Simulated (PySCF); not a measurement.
## ZnB⁺ from Hartree–Fock to correlated methods

State: ¹Σ⁺ (singlet), closed shell. Set-up: PySCF, no relativity, basis sets Zn def2-SVPD, B def2-SVPD. De refers to Zn + B⁺ in their ground configurations, without counterpoise correction. A positive dipole points towards B; it is taken about the centre of mass and depends on that origin.

```tsv
Level	Re (Å)	ωe (cm⁻¹)	De (eV)	μ (D)	CPU s a point (SCF and correlation, without the integrals)
RHF	2.473	303	1.46	1.06	0.079
RHF-MP2	2.347	346	1.96	n/a	0.13
RHF-SCS-MP2	2.367	337	1.88	n/a	n/a
RHF-CCSD	2.376	335	1.77	n/a	n/a
RHF-CCSD(T)	2.361	339	1.88	n/a	3.7
PBE	2.318	339	2.59	1.66	0.77
PBEsol	2.293	349	2.64	1.64	0.59
TPSS	2.325	343	2.65	1.32	1.2
r²SCAN	2.307	348	2.53	1.42	1.1
PBE0	2.344	342	2.36	1.40	1.2
LC-ωPBE	2.293	372	2.21	0.59	0.86
B2PLYP	2.354	333	2.11	1.27	0.72
```

The bond length runs from 2.293 Å (LC-ωPBE) to 2.473 Å (RHF). De spans 1.46 eV (RHF, mean field) to 2.65 eV (TPSS, meta-GGA). Correlation at CCSD(T) changes the Hartree–Fock bond energy by +0.42 eV; the triples alone change it by +0.11 eV.

Correlated steps freeze 6 core orbitals. Correlated levels converge slowly with the basis: in double zeta they bind strong bonds too weakly, by up to about 1 eV, and carry superposition errors of some tenths. For an ion De counts to the pair picked by the measured ionisation energies or electron affinities, which need not be the lowest pair at this level. B2PLYP dipoles, levels and charges come from its SCF part alone.

The whole job (state search and all levels along the bond) took about 2.6 min on 1 thread of Arm Neoverse V1 (shared host), peak memory 0.68 GiB.
